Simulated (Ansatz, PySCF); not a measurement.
Species: C4H9O, charge 0, multiplicity 2. SMILES: [CH2]C(C)OC
Geometry from a B3LYP-D3(BJ)/def2-TZVP (Ansatz, a program for electronic structure) optimisation:
```xyz
14

C     -0.1546     1.5694     0.1268
C     -0.4601     0.1184     0.2512
C     -1.7758    -0.2556    -0.4345
O      0.5459    -0.6937    -0.3490
C      1.7803    -0.6723     0.3372
H     -0.5508     2.2840     0.8348
H      0.3338     1.9350    -0.7669
H     -0.5388    -0.1446     1.3182
H     -1.7160    -0.0316    -1.5001
H     -1.9667    -1.3226    -0.3101
H     -2.6052     0.3067    -0.0047
H      2.2208     0.3308     0.3574
H      2.4519    -1.3463    -0.1923
H      1.6653    -1.0215     1.3718
```
Charge 0, spin multiplicity 2.

Wanted: atomisation energy, in kcal/mol. Set-up: non-relativistic; no dispersion term unless named; UHF or UKS for open shells; spin-orbit terms left out; frozen cores in correlated levels; atomisation electronic, to ground-state atoms. Basis-set limits of correlation are two-point, X^-3; Hartree-Fock from the larger set. First-principles rows: single points at B3LYP-D3(BJ) geometries (Ansatz).

| species | coefficient | E at BP86/def2-SVP (PySCF), Eh | E at B3LYP/def2-TZVPD (Ansatz), Eh |
|---|---|---|---|
| [CH2]C(C)OC | -1 | -232.80453 | -233.08687 |
| C atom | +4 | -37.80175 | -37.85953 |
| H atom | +9 | -0.49913 | -0.50215 |
| O atom | +1 | -74.99134 | -75.09698 |

Coupled cluster (Ansatz) is a level with limits of its own, used here on species with T1 under 0.025 (0.045 for open shells) and stable references: CCSD(T)/CBS(cc-pVTZ,cc-pVQZ). Value to compare with, CCSD(T)/CBS(cc-pVTZ,cc-pVQZ) (Ansatz): 1281.1 kcal/mol. 1 Eh = 627.5095 kcal/mol.

Task: Work the quantity out at each level, and compare with CCSD(T)/CBS(cc-pVTZ,cc-pVQZ) (Ansatz).

Result: 
- BP86/def2-SVP: the sum of coefficient times E is 2.11402 Eh, or 1326.57 kcal/mol. Result: 1326.6 kcal/mol. Its difference against CCSD(T)/CBS(cc-pVTZ,cc-pVQZ) (Ansatz) is 45.5 kcal/mol.
- B3LYP/def2-TZVPD: the sum of coefficient times E is 2.03242 Eh, or 1275.36 kcal/mol. Result: 1275.4 kcal/mol. Its difference against CCSD(T)/CBS(cc-pVTZ,cc-pVQZ) (Ansatz) is -5.7 kcal/mol.
